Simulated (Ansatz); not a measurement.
Calculated with Ansatz (gas phase, PBE0-D4/def2-TZVP geometries, no zero-point term in ΔE). CBS: MP2 limit from def2 TZ/QZ plus the TZ coupled-cluster correction, frozen cores. DFT in def2-TZVPP. For As outer-core shells are correlated without core-valence functions, which leaves a few kJ/mol of doubt a bond. Scalar relativity is left out up to krypton. Each species was taken in one conformer, which may not be the lowest.

Consider the cleavage of the Si–As bond: `C[SiH2][AsH]O` + `C=C(O)F` → `C=C(F)O[SiH2]C` + `O[AsH2]`.

```json
{"species": "`C[SiH2][AsH]O`", "ωB97X-V energy (Eh)": "-2642.69754"}
{"species": "`C=C(O)F`", "ωB97X-V energy (Eh)": "-253.08268"}
{"species": "`C=C(F)O[SiH2]C`", "ωB97X-V energy (Eh)": "-583.11041"}
{"species": "`O[AsH2]`", "ωB97X-V energy (Eh)": "-2312.69615"}
```

Work out ΔE.

ΔE = (-583.11041) + (-2312.69615) − (-2642.69754) − (-253.08268) = -0.02634 Eh = -69.2 kJ/mol. CCSD(T)/CBS gives -67.6 kJ/mol.

Largest T1 diagnostic among the species: 0.012.

From PBE to PBE0 (25 % exact exchange), in def2-TZVPP and without D4, ΔE moves by −5.7 kJ/mol. In def2-TZVPP, CCSD(T) changes the Hartree–Fock value by +19.1 kJ/mol (the triples alone add +2.8 kJ/mol) and MP2 by +18.4 kJ/mol.
